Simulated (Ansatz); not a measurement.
A short molecular-dynamics run on BrF₃Zr, SMILES `[F][Zr]([F])([F])[Br]`.

```yaml
crystal:
  periodic: [false, false, false]
  atoms:
    - {symbol: F, position_ang: [-0.833463, -0.376914, 1.686002]}
    - {symbol: Zr, position_ang: [0.009752, -0.123398, 0.018412]}
    - {symbol: F, position_ang: [1.779598, -0.765728, 0.124450]}
    - {symbol: F, position_ang: [-0.920618, -1.108644, -1.293033]}
    - {symbol: Br, position_ang: [0.014531, 2.301085, -0.577332]}
basis:
  gaussian: {orbitals: def2-SVP}
hamiltonian: {xc: {name: revPBE}, dispersion: d4}
md: {timestep: 0.5 fs, n_steps: 30, ensemble: nvt_langevin, temperature: 1500, initial_velocities: maxwell_boltzmann, friction: 0.01, seed: 111}
```

```sh
$ ansatz run in.yaml --threads 4 --pin off --events-out ev --progress --plain --max-ram 10444MiB
```

```csv
step,time (fs),potential energy (eV),kinetic (eV),T (K),conserved (eV)
0,0.0,-79464.1921,0.7756,1200,–
1,0.5,-79464.1937,0.8165,1263,–
2,1.0,-79464.1935,0.7772,1203,–
3,1.5,-79464.1918,0.7767,1202,–
4,2.0,-79464.1886,0.7006,1084,–
5,2.5,-79464.1837,0.7665,1186,–
6,3.0,-79464.1772,0.7267,1124,–
7,3.5,-79464.1693,0.7986,1236,–
8,4.0,-79464.1602,0.7292,1128,–
9,4.5,-79464.1507,0.6909,1069,–
10,5.0,-79464.1403,0.7793,1206,–
11,5.5,-79464.1299,0.8065,1248,–
12,6.0,-79464.1197,0.8288,1282,–
13,6.5,-79464.1083,0.8852,1370,–
14,7.0,-79464.0958,0.8234,1274,–
15,7.5,-79464.0837,0.8273,1280,–
16,8.0,-79464.0725,0.8530,1320,–
17,8.5,-79464.0625,0.8540,1321,–
18,9.0,-79464.0526,0.9008,1394,–
19,9.5,-79464.0420,0.9964,1542,–
20,10.0,-79464.0314,0.9988,1545,–
21,10.5,-79464.0204,1.0728,1660,–
22,11.0,-79464.0080,0.9756,1510,–
23,11.5,-79463.9955,0.8994,1392,–
24,12.0,-79463.9855,0.9182,1421,–
25,12.5,-79463.9772,0.9561,1479,–
26,13.0,-79463.9702,0.9452,1462,–
27,13.5,-79463.9642,0.9513,1472,–
28,14.0,-79463.9580,0.8692,1345,–
29,14.5,-79463.9513,0.8725,1350,–
30,15.0,-79463.9432,0.9501,1470,–
```

Velocities are drawn at the set temperature; a run this short doesn't reach equilibrium.

Frames (Å, forces in eV/Å):

```xyz
5
time=0.0 fs
F    -0.833   -0.377    1.686   -0.294   -0.089    0.582
Zr    0.010   -0.123    0.018    0.001    0.367   -0.090
F     1.780   -0.766    0.124    0.617   -0.224    0.037
F    -0.921   -1.109   -1.293   -0.324   -0.344   -0.457
Br    0.015    2.301   -0.577    0.001    0.291   -0.071
5
time=0.5 fs
F    -0.830   -0.372    1.692   -0.261   -0.086    0.489
Zr    0.008   -0.126    0.017    0.151    0.423    0.095
F     1.783   -0.766    0.125    0.503   -0.186    0.025
F    -0.916   -1.105   -1.297   -0.392   -0.413   -0.539
Br    0.013    2.302   -0.576   -0.001    0.262   -0.070
5
time=1.0 fs
F    -0.826   -0.367    1.698   -0.226   -0.083    0.390
Zr    0.007   -0.128    0.015    0.293    0.487    0.289
F     1.786   -0.766    0.125    0.396   -0.151    0.013
F    -0.911   -1.102   -1.301   -0.462   -0.485   -0.625
Br    0.012    2.302   -0.574   -0.002    0.233   -0.067
5
time=1.5 fs
F    -0.823   -0.361    1.704   -0.190   -0.081    0.288
Zr    0.005   -0.130    0.013    0.432    0.554    0.488
F     1.789   -0.766    0.125    0.291   -0.117    0.001
F    -0.906   -1.099   -1.305   -0.531   -0.557   -0.713
Br    0.011    2.303   -0.572   -0.003    0.200   -0.064
5
time=2.0 fs
F    -0.820   -0.357    1.710   -0.154   -0.079    0.187
Zr    0.004   -0.132    0.011    0.569    0.622    0.683
F     1.793   -0.767    0.126    0.185   -0.083   -0.011
F    -0.902   -1.095   -1.309   -0.596   -0.625   -0.797
Br    0.010    2.304   -0.571   -0.003    0.166   -0.061
5
time=2.5 fs
F    -0.816   -0.352    1.715   -0.122   -0.079    0.092
Zr    0.003   -0.134    0.010    0.707    0.694    0.871
F     1.796   -0.768    0.126    0.082   -0.050   -0.022
F    -0.897   -1.092   -1.313   -0.663   -0.694   -0.884
Br    0.009    2.305   -0.570   -0.004    0.129   -0.057
5
time=3.0 fs
F    -0.813   -0.347    1.721   -0.094   -0.080    0.003
Zr    0.001   -0.136    0.009    0.839    0.772    1.054
F     1.799   -0.768    0.126   -0.012   -0.021   -0.033
F    -0.892   -1.088   -1.316   -0.728   -0.763   -0.971
Br    0.008    2.306   -0.568   -0.005    0.091   -0.052
5
time=3.5 fs
F    -0.809   -0.342    1.727   -0.061   -0.081   -0.096
Zr    0.000   -0.138    0.007    0.956    0.850    1.248
F     1.802   -0.769    0.126   -0.097    0.005   -0.043
F    -0.887   -1.085   -1.320   -0.793   -0.830   -1.059
Br    0.007    2.307   -0.567   -0.005    0.055   -0.049
5
time=4.0 fs
F    -0.806   -0.338    1.733   -0.026   -0.081   -0.204
Zr   -0.001   -0.140    0.005    1.063    0.918    1.446
F     1.804   -0.770    0.126   -0.180    0.032   -0.055
F    -0.882   -1.082   -1.325   -0.852   -0.891   -1.141
Br    0.006    2.308   -0.565   -0.005    0.022   -0.046
5
time=4.5 fs
F    -0.803   -0.334    1.739    0.006   -0.082   -0.304
Zr   -0.002   -0.142    0.003    1.159    0.979    1.628
F     1.806   -0.771    0.127   -0.256    0.056   -0.065
F    -0.877   -1.079   -1.329   -0.904   -0.945   -1.214
Br    0.005    2.309   -0.563   -0.005   -0.008   -0.044
5
time=5.0 fs
F    -0.799   -0.330    1.745    0.039   -0.083   -0.408
Zr   -0.003   -0.144    0.002    1.244    1.039    1.809
F     1.809   -0.772    0.127   -0.325    0.077   -0.076
F    -0.873   -1.077   -1.334   -0.953   -0.996   -1.283
Br    0.004    2.310   -0.561   -0.005   -0.037   -0.042
5
time=5.5 fs
F    -0.794   -0.325    1.751    0.071   -0.085   -0.511
Zr   -0.004   -0.146    0.000    1.313    1.091    1.977
F     1.810   -0.773    0.127   -0.387    0.096   -0.087
F    -0.869   -1.074   -1.339   -0.991   -1.036   -1.338
Br    0.002    2.311   -0.558   -0.005   -0.067   -0.041
5
time=6.0 fs
F    -0.790   -0.321    1.758    0.105   -0.087   -0.620
Zr   -0.005   -0.148   -0.002    1.359    1.137    2.128
F     1.812   -0.773    0.126   -0.442    0.112   -0.096
F    -0.865   -1.073   -1.344   -1.016   -1.062   -1.374
Br    0.001    2.312   -0.556   -0.005   -0.100   -0.038
5
time=6.5 fs
F    -0.787   -0.317    1.765    0.142   -0.089   -0.736
Zr   -0.006   -0.150   -0.004    1.412    1.175    2.280
F     1.814   -0.774    0.126   -0.512    0.133   -0.105
F    -0.861   -1.071   -1.350   -1.037   -1.083   -1.403
Br    0.000    2.313   -0.553   -0.005   -0.136   -0.035
5
time=7.0 fs
F    -0.783   -0.312    1.771    0.174   -0.094   -0.844
Zr   -0.007   -0.153   -0.006    1.479    1.209    2.421
F     1.817   -0.774    0.125   -0.593    0.157   -0.115
F    -0.857   -1.070   -1.356   -1.055   -1.101   -1.429
Br   -0.001    2.314   -0.551   -0.006   -0.171   -0.033
5
time=7.5 fs
F    -0.779   -0.306    1.776    0.198   -0.100   -0.934
Zr   -0.008   -0.154   -0.008    1.545    1.239    2.535
F     1.820   -0.774    0.124   -0.669    0.180   -0.123
F    -0.853   -1.068   -1.363   -1.069   -1.115   -1.447
Br   -0.002    2.315   -0.549   -0.006   -0.204   -0.031
5
time=8.0 fs
F    -0.776   -0.301    1.781    0.216   -0.109   -1.010
Zr   -0.009   -0.156   -0.010    1.612    1.255    2.617
F     1.823   -0.774    0.124   -0.751    0.205   -0.132
F    -0.849   -1.067   -1.370   -1.070   -1.115   -1.447
Br   -0.003    2.316   -0.547   -0.006   -0.236   -0.029
5
time=8.5 fs
F    -0.771   -0.295    1.785    0.229   -0.118   -1.076
Zr   -0.011   -0.158   -0.012    1.677    1.250    2.668
F     1.826   -0.775    0.123   -0.841    0.233   -0.142
F    -0.846   -1.066   -1.378   -1.059   -1.099   -1.424
Br   -0.004    2.318   -0.545   -0.006   -0.266   -0.026
5
time=9.0 fs
F    -0.767   -0.290    1.789    0.242   -0.127   -1.142
Zr   -0.012   -0.159   -0.014    1.732    1.240    2.704
F     1.829   -0.776    0.123   -0.930    0.260   -0.151
F    -0.843   -1.064   -1.386   -1.039   -1.076   -1.388
Br   -0.005    2.319   -0.542   -0.006   -0.297   -0.024
5
time=9.5 fs
F    -0.763   -0.284    1.794    0.256   -0.137   -1.210
Zr   -0.012   -0.161   -0.016    1.774    1.238    2.737
F     1.833   -0.775    0.122   -1.009    0.282   -0.160
F    -0.841   -1.062   -1.394   -1.016   -1.049   -1.347
Br   -0.006    2.321   -0.540   -0.006   -0.334   -0.020
5
time=10.0 fs
F    -0.758   -0.278    1.798    0.267   -0.148   -1.274
Zr   -0.013   -0.163   -0.018    1.807    1.240    2.761
F     1.836   -0.774    0.122   -1.078    0.299   -0.170
F    -0.838   -1.059   -1.403   -0.990   -1.021   -1.301
Br   -0.007    2.323   -0.538   -0.005   -0.370   -0.016
5
time=10.5 fs
F    -0.752   -0.272    1.802    0.275   -0.161   -1.333
Zr   -0.014   -0.164   -0.020    1.839    1.244    2.784
F     1.839   -0.773    0.122   -1.142    0.315   -0.180
F    -0.836   -1.057   -1.412   -0.967   -0.994   -1.258
Br   -0.008    2.324   -0.536   -0.005   -0.404   -0.013
5
time=11.0 fs
F    -0.747   -0.266    1.806    0.280   -0.174   -1.385
Zr   -0.015   -0.165   -0.022    1.883    1.256    2.814
F     1.842   -0.771    0.122   -1.208    0.330   -0.190
F    -0.835   -1.053   -1.420   -0.950   -0.976   -1.227
Br   -0.010    2.326   -0.533   -0.004   -0.436   -0.011
5
time=11.5 fs
F    -0.742   -0.260    1.809    0.282   -0.188   -1.429
Zr   -0.015   -0.167   -0.024    1.929    1.278    2.842
F     1.846   -0.769    0.122   -1.267    0.341   -0.200
F    -0.833   -1.050   -1.427   -0.939   -0.963   -1.204
Br   -0.011    2.328   -0.531   -0.004   -0.468   -0.009
5
time=12.0 fs
F    -0.736   -0.254    1.811    0.280   -0.202   -1.461
Zr   -0.016   -0.168   -0.026    1.957    1.292    2.839
F     1.848   -0.766    0.122   -1.316    0.348   -0.208
F    -0.832   -1.047   -1.435   -0.917   -0.939   -1.163
Br   -0.012    2.330   -0.528   -0.004   -0.499   -0.007
5
time=12.5 fs
F    -0.730   -0.247    1.814    0.274   -0.217   -1.483
Zr   -0.016   -0.170   -0.027    1.974    1.301    2.807
F     1.851   -0.764    0.122   -1.359    0.353   -0.216
F    -0.832   -1.044   -1.443   -0.886   -0.905   -1.104
Br   -0.013    2.331   -0.525   -0.003   -0.531   -0.004
5
time=13.0 fs
F    -0.724   -0.241    1.816    0.264   -0.233   -1.495
Zr   -0.017   -0.172   -0.029    1.982    1.314    2.760
F     1.853   -0.761    0.121   -1.391    0.355   -0.222
F    -0.831   -1.041   -1.451   -0.853   -0.870   -1.043
Br   -0.014    2.333   -0.523   -0.003   -0.566   -0.001
5
time=13.5 fs
F    -0.717   -0.236    1.817    0.252   -0.248   -1.504
Zr   -0.017   -0.173   -0.030    1.981    1.324    2.702
F     1.855   -0.759    0.121   -1.415    0.355   -0.228
F    -0.831   -1.039   -1.459   -0.816   -0.831   -0.973
Br   -0.016    2.336   -0.520   -0.002   -0.600    0.002
5
time=14.0 fs
F    -0.710   -0.230    1.819    0.241   -0.262   -1.513
Zr   -0.017   -0.174   -0.032    1.976    1.330    2.642
F     1.857   -0.757    0.121   -1.438    0.356   -0.234
F    -0.831   -1.036   -1.466   -0.778   -0.790   -0.901
Br   -0.017    2.338   -0.518   -0.001   -0.634    0.006
5
time=14.5 fs
F    -0.702   -0.225    1.821    0.229   -0.275   -1.524
Zr   -0.017   -0.176   -0.033    1.968    1.341    2.591
F     1.858   -0.755    0.121   -1.454    0.355   -0.241
F    -0.831   -1.033   -1.474   -0.744   -0.755   -0.836
Br   -0.018    2.340   -0.515    0.000   -0.666    0.009
5
time=15.0 fs
F    -0.695   -0.220    1.823    0.217   -0.289   -1.533
Zr   -0.017   -0.177   -0.035    1.970    1.358    2.550
F     1.859   -0.753    0.121   -1.472    0.354   -0.247
F    -0.830   -1.030   -1.482   -0.716   -0.726   -0.781
Br   -0.019    2.342   -0.513    0.001   -0.696    0.011
```

It took 34 s on 4 threads of an Arm Neoverse V2 on a shared host, with 0.38 GiB of host memory at the peak.
